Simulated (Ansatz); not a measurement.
C4H3F7, SMILES `FC(F)C(F)C(F)(F)C(F)F`. The species carries charge 0 and has multiplicity 1.

Z-matrix (Å, degrees):
```
C
F 1 1.357
C 1 1.520 2 109.5
F 1 1.345 2 107.9 3 -118.2
H 1 1.093 2 109.1 3 123.6
F 3 1.366 1 106.9 2 178.1
C 3 1.530 1 114.0 2 59.1
H 3 1.094 1 109.5 2 -63.6
F 7 1.355 3 109.7 1 50.3
F 7 1.343 3 107.9 1 167.7
C 7 1.537 3 115.2 1 -71.0
F 11 1.350 7 108.8 3 -51.5
F 11 1.342 7 108.5 3 -169.5
H 11 1.091 7 112.1 3 69.7
```

(1) List the harmonic frequencies (cm⁻¹, unscaled) at PBE0-D4/def2-TZVP in Ansatz. (An estimate is asked.)

(2) Is this a minimum?

(3) Give the ideal-gas thermochemistry at 298.15 K and 1 bar (rigid rotor, harmonic oscillator; point group C1, symmetry number 1).

## Answers

(1) Ansatz gave: 45, 57, 95, 144, 173, 245, 252, 294, 319, 341, 407, 471, 513, 577, 582, 614, 802, 886, 1062, 1121, 1129, 1141, 1157, 1176, 1188, 1231, 1280, 1314, 1357, 1382, 1392, 1429, 1444, 3102, 3116, 3137.

(2) Yes, all 36 modes are real.

(3) Zero-point energy 209.2 kJ/mol; H(298) − E = 238.7 kJ/mol; entropy 427.4 J/(mol·K), of which translation 173.9, rotation 126.6, vibration 126.9; G(298) − E = 111.3 kJ/mol. Modes under 100 cm⁻¹ are hindered rotations or soft bends, so the harmonic entropy is rough.
